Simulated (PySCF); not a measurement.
MoO₂Cl, SMILES [O]=[Mo+]([Cl])=[O], charge +1, multiplicity 1.

Coordinates come from a PBE-D3(BJ)/def2-SVP optimisation. The multiplicity is an assumed one; other spin states were not compared. The isomer is the one that the SMILES or the coordinates give; other isomers of the formula were not compared. The def2 effective core potentials stand for the cores of Mo; spin–orbit coupling is left out.

Two levels are set side by side: TDDFT-PBE/def2-SVPD (PySCF) and TDDFT-ωB97X/def2-SVPD (PySCF). Vertical, same geometry. The lowest singlet is HOMO→LUMO 99 % with PBE and HOMO−2→LUMO 56 %, HOMO→LUMO 42 % with the other functional; states are paired by order. Differences are taken from unrounded values.

```csv
quantity,TDDFT-ωB97X,TDDFT-PBE,TDDFT-PBE minus TDDFT-ωB97X
lowest singlet excitation (eV),3.17,2.49,-0.68
lowest triplet excitation (TDA) (eV),2.97,2.32,-0.64
```

Functionals without exact exchange tend to place singlet excitations lower, as here. Differences between two approximate levels are no errors against the true value.

Rough cost on one machine, each run with all the roots and properties that it gave: TDDFT-ωB97X against TDDFT-PBE about 5 times.
